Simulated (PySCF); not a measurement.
In(F)3 anion (F3In), SMILES [In]([F])([F])[F] (connectivity only; charge and spin as stated), charge -1, multiplicity 2. Atoms are numbered in the order given.

```xyz
4

In     0.0000     0.0000     0.2714
F      1.6618     0.9595    -0.4925
F      0.0000    -1.9189    -0.4925
F     -1.6618     0.9595    -0.4925
```
Charge -1, spin multiplicity 2.

Coordinates come from a B3LYP-D3(BJ)/def2-SVPD optimisation. The multiplicity is an assumed one; other spin states were not compared. The isomer is the one that the SMILES or the coordinates give; other isomers of the formula were not compared. The def2 effective core potentials stand for the cores of In; spin–orbit coupling is left out.

The numbers are results of CAM-B3LYP/def2-TZVPD (PySCF), not measurements.

Mulliken values depend strongly on the basis, most of all with diffuse functions as here. ESP charges are fitted to the potential on shells at 1.4 to 2.0 van der Waals radii. Atomic charges (e):

```
atom  Mulliken  ESP fit  Mulliken spin
----  --------  -------  -------------
In1       1.02        …           0.89
F2       -0.67        …           0.04
F3       -0.67        …           0.04
F4       -0.67        …           0.04
```

**Question.** Complete the blanks. (Estimate from the structure and the level; the computed values follow.)

**Answer.** 
- In1, ESP fit: 0.31
- F2, ESP fit: -0.44
- F3, ESP fit: -0.44
- F4, ESP fit: -0.44
